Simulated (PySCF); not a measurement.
C₄H₁₂Si.

```xyz
17

C     -1.0854     1.0854    -1.0854
Si     0.0000     0.0000     0.0000
C      1.0854     1.0854     1.0854
C      1.0854    -1.0854    -1.0854
C     -1.0854    -1.0854     1.0854
H     -1.7295     1.7295    -0.4819
H     -1.7295     0.4819    -1.7295
H     -0.4819     1.7295    -1.7295
H      1.7295     0.4819     1.7295
H      0.4819     1.7295     1.7295
H      1.7295     1.7295     0.4819
H      1.7295    -1.7295    -0.4819
H      1.7295    -0.4819    -1.7295
H      0.4819    -1.7295    -1.7295
H     -1.7295    -1.7295     0.4819
H     -0.4819    -1.7295     1.7295
H     -1.7295    -0.4819     1.7295
```
Charge 0, spin multiplicity 1.

Coordinates come from a B3LYP-D3(BJ)/def2-TZVP optimisation.

All values below come from PySCF with HF/pcSseg-2. Non-relativistic, no solvent.

Question: Give the absolute GIAO shielding of each atom: isotropic value and principal components (ppm). (Estimate from the structure and the level; the computed values follow.)

Answer: 
```tsv
atom	σ(iso)	σ11	σ22	σ33	span
C1	193.3	191.8	191.8	196.4	4.7
Si2	383.2	383.2	383.2	383.2	0.0
C3	193.3	191.8	191.8	196.4	4.7
C4	193.3	191.8	191.8	196.4	4.7
C5	193.3	191.8	191.8	196.4	4.7
H6	32.0	27.9	29.3	38.8	10.9
H7	32.0	27.9	29.3	38.8	10.9
H8	32.0	27.9	29.3	38.8	10.9
H9	32.0	27.9	29.3	38.8	10.9
H10	32.0	27.9	29.3	38.8	10.9
H11	32.0	27.9	29.3	38.8	10.9
H12	32.0	27.9	29.3	38.8	10.9
H13	32.0	27.9	29.3	38.8	10.9
H14	32.0	27.9	29.3	38.8	10.9
H15	32.0	27.9	29.3	38.8	10.9
H16	32.0	27.9	29.3	38.8	10.9
H17	32.0	27.9	29.3	38.8	10.9
```
